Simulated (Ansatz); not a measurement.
System: sum formula ZnHS, charge 0, multiplicity 2. The spin state was set by rule; other spins were not relaxed. SMILES of the parent species: [Zn][SH]
Structure (B3LYP-D3(BJ)/def2-TZVP (Ansatz, a quantum-chemistry and plane-wave program) minimum search):
```
S
H 1 1.3462
Zn 1 2.2848 2 91.44
```
Charge 0, spin multiplicity 2.

Property: atomisation energy (electronic, to ground-state atoms), in eV. Correlated levels leave the core frozen unless marked. UHF or UKS for open shells. No spin-orbit coupling. The frozen core is the preceding noble-gas configuration, with the filled d and f shells of earlier blocks. Non-relativistic. The coupled-cluster limit lacks core correlation, which all-electron functionals hold. CBS marks a two-point X^-3 extrapolation of the correlation energy; Hartree-Fock from the larger set. [CCSD(T)-MP2]/basis is that difference in the basis named.

| level | program | atomisation energy (eV) |
|---|---|---|
| PBE0/def2-QZVPP | Ansatz | 5.23 |
| BHLYP-D4/def2-TZVPD | Ansatz + dftd4 | 4.96 |
| HSE06/def2-TZVPD | Ansatz | 5.20 |
| wB97M-V/def2-TZVPD | Ansatz | 5.20 |
| B2GP-PLYP-D4/def2-TZVPD | Ansatz + dftd4 | 5.03 |
| B2GP-PLYP/def2-TZVPD | Ansatz | 5.01 |
| B2PLYP/def2-TZVPD | Ansatz | 4.99 |
| MP2/6-31G* | Ansatz | 4.40 |
| RI-MP2/def2-TZVPP | Ansatz | 5.06 |
| RI-MP2/def2-TZVPPD | Ansatz | 5.10 |
| SCS-MP2/def2-TZVPPD | Ansatz | 5.00 |
| CCSD(T)/def2-SVP | Ansatz | 4.43 |
| CCSD(T)/def2-SVPD | Ansatz | 4.91 |
| RI-MP2/CBS(def2-TZVPPD,def2-QZVPPD)+[CCSD(T)-MP2]/def2-SVPD | Ansatz | 5.00 |
| RI-MP2/CBS(def2-TZVPPD,def2-QZVPPD)+[CCSD(T)-MP2]/def2-TZVPPD | Ansatz | 5.09 |
